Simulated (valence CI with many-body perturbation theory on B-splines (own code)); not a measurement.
## Which ion has this spectrum?

A relativistic CI+MBPT calculation for an atom or ion with 32 electrons gives these levels (eV):

| J | Parity | E | g |
| --- | --- | --- | --- |
| 0 | even | 0.00 |  |
| 1 | even | 131.65 | 1.50 |
| 2 | even | 136.37 | 1.17 |
| 2 | odd | 240.88 | 1.55 |
| 1 | odd | 257.00 | 1.08 |
| 2 | even | 271.61 | 1.32 |
| 0 | even | 281.77 |  |
| 2 | odd | 302.50 | 0.76 |
| 1 | odd | 322.89 | 0.85 |
| 2 | odd | 340.12 | 1.32 |
| 3 | odd | 341.60 | 1.12 |
| 2 | odd | 370.66 | 1.51 |
| 3 | odd | 379.35 | 1.31 |
| 0 | odd | 385.10 |  |

The energies are calculated, and their last digits are not significant.

**Question.** Which is it?
A. Ir45+
B. Tl49+
C. Au47+
D. Pt46+

**Answer.** C. Au47+, ground level (4s^2 4p1/2^2) J=0.
